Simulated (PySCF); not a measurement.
Isomers of C5H6F2 and their computed core-level spectra.

Computed, not measured: delta-SCF UKS SCAN, pcX-2 on the ionised atom, pcseg-1 elsewhere, spin-free X2C (PySCF 2.14.0). Geometries: GFN2-xTB; isolated species, one conformer each.

Line lists (1s up to Mg, 2p3/2 beyond; areas count atoms within a level, one atom standing for each set equivalent by bonding):
1. C 1s: 290.27 (area 1), 290.34 (area 1), 291.01 (area 1), 291.24 (area 1), 295.69 (area 1) eV; F 1s: 693.22 eV
2. C 1s: 290.23 (area 1), 290.51 (area 1), 290.95 (area 1), 291.00 (area 1), 295.54 (area 1) eV; F 1s: 692.71 eV
3. C 1s: 290.97 (area 1), 291.18 (area 1), 291.48 (area 1), 292.92 (area 1), 293.33 (area 1) eV; F 1s: 691.65 (area 1), 693.42 (area 1) eV

Structures:
A. `CC1=C(F)[C@@]1(C)F`
B. `C=C/C=C/C(F)F`
C. `C=CC(=C)C(F)F`

**Question.** Which list belongs to which compound?

**Answer.** 
- 1 = C: another candidate has the same counts of sites, so positions decide. C 1s: 290.27 terminal =CH2 carbon, 290.34 terminal =CH2 carbon, 291.01 alkene CH carbon, 291.24 fully substituted alkene carbon, 295.69 CHF2 carbon; F 1s: 693.22 fluorine of a CF2 group (×2).
- 2 = B: another candidate has the same counts of sites, so positions decide. C 1s: 290.23 terminal =CH2 carbon, 290.51 alkene CH carbon, 290.95 alkene CH carbon, 291.00 alkene CH carbon, 295.54 CHF2 carbon; F 1s: 692.71 fluorine of a CF2 group (×2).
- 3 = A: no other candidate has these counts of sites. C 1s: 290.97 methyl carbon, 291.18 fully substituted alkene carbon, 291.48 allylic carbon, 292.92 vinylic C–F carbon, 293.33 sp3 C–F carbon; F 1s: 691.65 alkyl fluorine, 693.42 vinyl fluorine.

4 of these hole states are spin-contaminated (⟨S²⟩ up to 0.89, against 0.75; counted from 0.85) and less certain.
